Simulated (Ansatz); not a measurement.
Cost and result up the ladder for CuPd2 (3 atoms). Total charge 0; doublet. Geometry: PBE-D4/def2-TZVP.

```xyz
3

Pd   -0.308   -1.157   -0.798
Pd    0.691    1.141   -0.540
Cu   -0.382    0.016    1.338
```

Ansatz on 2 threads of Arm Neoverse V1 on a shared host. Times are rough, and most runs start from the orbitals of an earlier one. CAM-B3LYP-D4/def2-TZVP serves as the yardstick here, not as an exact answer. Differences are given only for rows in sets of like size (and for xTB, whose basis is part of the method), since another set adds its own error. Binding counts from free atoms at the same level (Pd singlet, Cu doublet; other spins of the atoms weren't run), without zero-point energy or a counterpoise term.

In the def2 sets Pd takes a core potential; there is no spin–orbit coupling. LC-ωPBE has ω = 0.4 bohr⁻¹. Correlated methods freeze 9 core orbitals; core or outer-core shells of Pd are correlated, in sets that lack core-valence functions. In CCSD on the charge 0 doublet the largest single amplitude is 0.36, so its Hartree–Fock determinant may place the open shell otherwise than the density functionals do. The structure comes from a short search, and lower isomers may exist.

Run but left out: HF/STO-3G (⟨S²⟩ 5.24, where a pure state has 0.75); HF/def2-TZVP (a determinant that CCSD turns far, T1 0.067).

Correlated methods converge slowly with the basis.

```json
{"level": "PBE-D4/def2-SVP", "functions": "93", "wall time": "6.5 s", "binding energy per atom (eV)": "1.65", "difference from CAM-B3LYP-D4/def2-TZVP (eV)": "–", "remarks": "–"}
{"level": "PBE0-D4/def2-SVP", "functions": "93", "wall time": "11 s", "binding energy per atom (eV)": "1.25", "difference from CAM-B3LYP-D4/def2-TZVP (eV)": "–", "remarks": "–"}
{"level": "RPA@PBE/def2-TZVP", "functions": "125", "wall time": "11 s", "binding energy per atom (eV)": "1.08", "difference from CAM-B3LYP-D4/def2-TZVP (eV)": "0.07", "remarks": "–"}
{"level": "PBE0-D4/def2-TZVPD", "functions": "128", "wall time": "12 s", "binding energy per atom (eV)": "1.14", "difference from CAM-B3LYP-D4/def2-TZVP (eV)": "0.13", "remarks": "–"}
{"level": "PBE-D4/def2-TZVP", "functions": "125", "wall time": "13 s", "binding energy per atom (eV)": "1.50", "difference from CAM-B3LYP-D4/def2-TZVP (eV)": "0.48", "remarks": "–"}
{"level": "PBE-D4/def2-TZVPD", "functions": "128", "wall time": "13 s", "binding energy per atom (eV)": "1.50", "difference from CAM-B3LYP-D4/def2-TZVP (eV)": "0.49", "remarks": "–"}
{"level": "CAM-B3LYP-D4/def2-TZVP", "functions": "125", "wall time": "14 s", "binding energy per atom (eV)": "1.01", "difference from CAM-B3LYP-D4/def2-TZVP (eV)": "0.00", "remarks": "–"}
{"level": "BHLYP-D4/def2-TZVP", "functions": "125", "wall time": "17 s", "binding energy per atom (eV)": "0.83", "difference from CAM-B3LYP-D4/def2-TZVP (eV)": "-0.18", "remarks": "–"}
{"level": "PBE0-D4/def2-TZVP", "functions": "125", "wall time": "21 s", "binding energy per atom (eV)": "1.14", "difference from CAM-B3LYP-D4/def2-TZVP (eV)": "0.13", "remarks": "–"}
{"level": "LC-ωPBE/def2-TZVP", "functions": "125", "wall time": "21 s", "binding energy per atom (eV)": "0.87", "difference from CAM-B3LYP-D4/def2-TZVP (eV)": "-0.14", "remarks": "–"}
{"level": "r2SCANh-D4/def2-TZVP", "functions": "125", "wall time": "24 s", "binding energy per atom (eV)": "1.40", "difference from CAM-B3LYP-D4/def2-TZVP (eV)": "0.38", "remarks": "–"}
{"level": "r2SCAN-D4/def2-TZVP", "functions": "125", "wall time": "31 s", "binding energy per atom (eV)": "1.55", "difference from CAM-B3LYP-D4/def2-TZVP (eV)": "0.54", "remarks": "–"}
{"level": "r2SCAN-D4/def2-TZVPD", "functions": "128", "wall time": "33 s", "binding energy per atom (eV)": "1.56", "difference from CAM-B3LYP-D4/def2-TZVP (eV)": "0.54", "remarks": "–"}
{"level": "CCSD(T)/def2-TZVP", "functions": "125", "wall time": "3.4 min", "binding energy per atom (eV)": "1.10", "difference from CAM-B3LYP-D4/def2-TZVP (eV)": "0.09", "remarks": "large T1 (0.067)"}
```
